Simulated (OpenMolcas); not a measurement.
3d3 along the 21-electron sequence

```json
{"Program": "OpenMolcas 26.06", "Method": "XMS-CASPT2, IPEA 0.25 Eh, imaginary shift 0.1 Eh", "Basis": "ANO-RCC-VTZP", "Scalar Hamiltonian": "DKH2, point nucleus", "Spin-orbit coupling": "state interaction with AMFI integrals over the reference wave functions, term energies averaged over their components"}
```

Active space for each ion: 3 electrons in 10 orbitals (3d 4d); closed shells correlated by CASPT2: 3s 3p.

Computed levels in cm-1 above 4F 3/2:

| Level | V2+ | Cr3+ | Mn4+ | Fe5+ | Co6+ | Ni7+ |
| --- | --- | --- | --- | --- | --- | --- |
| 4F 5/2 | 155 | 248 | 375 | 544 | 736 | 990 |
| 4F 7/2 | 369 | 587 | 885 | 1278 | 1719 | 2300 |
| 4F 9/2 | 637 | 1009 | 1514 | 2170 | 2910 | 3860 |
| 4P 1/2 | 12020 | 14780 | 17090 | 19740 | 22140 | 24260 |
| 4P 3/2 | 12100 | 14900 | 17250 | 19940 | 22390 | 24530 |
| 4P 5/2 | 12280 | 15190 | 17710 | 20620 | 23320 | 25850 |
| 2G 7/2 | 12910 | 16150 | 18920 | 22020 | 24950 | 27270 |
| 2G 9/2 | 13140 | 16520 | 19460 | 22770 | 25920 | 28510 |
| 2P 1/2 | 16300 | 20700 | 24210 | 28140 | 31790 | 34700 |
| weight of 4F in the lowest level (%) | 100 | 100 | 100 | 100 | 100 | 100 |

Measured, with the error of the calculation in %. Measured levels: V2+ from Sugar and Corliss, J. Phys. Chem. Ref. Data 7, 1191 (1978); Cr3+ from Sugar and Corliss, J. Phys. Chem. Ref. Data 6, 317 (1977); Mn4+ from Corliss and Sugar, J. Phys. Chem. Ref. Data 6, 1253 (1977); Fe5+ from Corliss and Sugar, J. Phys. Chem. Ref. Data 11, 135 (1982); Co6+ from Sugar and Corliss, J. Phys. Chem. Ref. Data 10, 1097 (1981); Ni7+ from Corliss and Sugar, J. Phys. Chem. Ref. Data 10, 197 (1981).

```
 Level           V2+          Cr3+          Mn4+          Fe5+          Co6+          Ni7+
4F 5/2    146 (+6.8)    236 (+5.1)    359 (+4.5)    511 (+6.5)    698 (+5.4)   1012 (-2.2)
4F 7/2    342 (+8.1)    556 (+5.6)    835 (+5.9)   1188 (+7.5)   1610 (+6.8)   2184 (+5.2)
4F 9/2    584 (+9.2)    946 (+6.8)   1412 (+7.2)   2001 (+8.7)   2723 (+6.9)   3721 (+3.8)
4P 1/2  11514 (+4.4)  14059 (+5.1)  16434 (+4.0)  18738 (+5.3)  21096 (+5.0)  23261 (+4.3)
4P 3/2  11592 (+4.4)  14177 (+5.1)  16595 (+4.0)  18942 (+5.3)  21304 (+5.1)  23710 (+3.5)
4P 5/2  11770 (+4.4)  14471 (+5.0)  17049 (+3.9)  19611 (+5.1)  22187 (+5.1)  24669 (+4.8)
2G 7/2  11966 (+7.9)  15052 (+7.3)  17892 (+5.8)  20616 (+6.8)                            
2G 9/2  12187 (+7.9)  15402 (+7.2)  18399 (+5.8)  21315 (+6.8)                            
2P 1/2  15580 (+4.6)  19519 (+6.1)  23082 (+4.9)  26496 (+6.2)
```

The fine-structure level 4F 9/2 changes by a factor of 6.06 from V2+ to Ni7+. Its fourth root runs 5.02, 5.64, 6.24, 6.83, 7.34, 7.88, with steps per unit of Z of 0.61, 0.60, 0.59, 0.52, 0.54; equal steps would mean a (Z - σ)^4 law with constant σ.

4P 1/2 changes by a factor of 2.02 over the same range, with steps per unit of Z of +2760, +2310, +2650, +2400, +2120 cm-1.

Term energies are means over components that CASPT2 splits; among the terms shown or strongly mixed into the levels shown the widest spread is 1400 cm-1 (3d3 4F, Cr3+). Active for correlation alone: 4d; no level in the range computed is led by a configuration that fills it, so any true level of that kind is missing. Computed and measured levels are paired by configuration, term and J; levels that our copy of the source lacks, or whose pairing is in doubt (as where it misses far off the trend of its configuration), stay unpaired and out of the deviations. Levels of configurations outside the active space are missing.
